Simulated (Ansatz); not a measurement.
`[SH][Cd][Cl]` + `O[SiH3]` → `[SiH3][O][Cd][Cl]` + H₂S at 400 K and 1 bar (ligand exchange at a Cd–S bond).

Program: Ansatz. Geometries: PBE0-D4/def2-TZVP. ΔE: electronic, gas phase. CCSD(T)/CBS is the MP2 limit (def2-TZVPP, def2-QZVPP) plus CCSD(T) − MP2 in def2-TZVPP, frozen cores. This one scheme is used for every species. def2 core potentials past Kr. For Cd outer-core shells are correlated without core-valence functions, which leaves a few kJ/mol of doubt a bond. One conformer a species, not always the lowest.

| species | CCSD(T)/CBS energy (Eh) | H − E (kJ/mol) | S (J/(mol·K)) |
| --- | --- | --- | --- |
| `[SH][Cd][Cl]` | -1025.94547 | 48.5 | 335.8 |
| `O[SiH3]` | -366.69042 | 120.0 | 276.4 |
| `[SiH3][O][Cd][Cl]` | -993.63708 | 108.9 | 395.3 |
| H₂S | -398.97279 | 53.4 | 215.9 |

H − E and S are ideal-gas, rigid-rotor, harmonic terms from PBE0-D4/def2-TZVP, for one conformer and one mirror image of each species. 1 Eh = 2625.50 kJ/mol, R = 8.31446 J/(mol·K).

Q: By hand: ΔE, ΔH, ΔS and ΔG.

A: ΔE = (-993.63708) + (-398.97279) − (-1025.94547) − (-366.69042) = 0.02602 Eh = 68.3 kJ/mol. Δ(H − E) = 108.9 + 53.4 − 48.5 − 120.0 = -6.2, so ΔH = 62.1 kJ/mol. ΔS = 395.3 + 215.9 − 335.8 − 276.4 = -1.0 J/(mol·K). ΔG = 62.1 − 400 × (-1.0)/1000 = 62.5 kJ/mol.

Q: By hand: the equilibrium constant, and the temperature at which ΔG would vanish if ΔH and ΔS stayed fixed.

A: log₁₀ K = −ΔG/(RT ln 10) = -8.2. ΔH and −TΔS have one sign here, so there is no such temperature.

The number of gas molecules stays the same, so ΔS is small and ΔH decides. A doubt of 5 kJ/mol in ΔE shifts log₁₀ K by 0.7 here. Other conformers and mirror images would add mixing entropy, several J/(mol·K) or more a flexible species. Modes under 60 cm⁻¹, often nearly free rotors, make the harmonic entropy too high. These are equilibria of isolated gas molecules and say nothing of rates. Largest T1 diagnostic: 0.014 (customary marks: 0.02 for closed shells, 0.045 for open ones).

ΔS is within the doubt of such terms, so its sign, and with it that verdict, could turn.
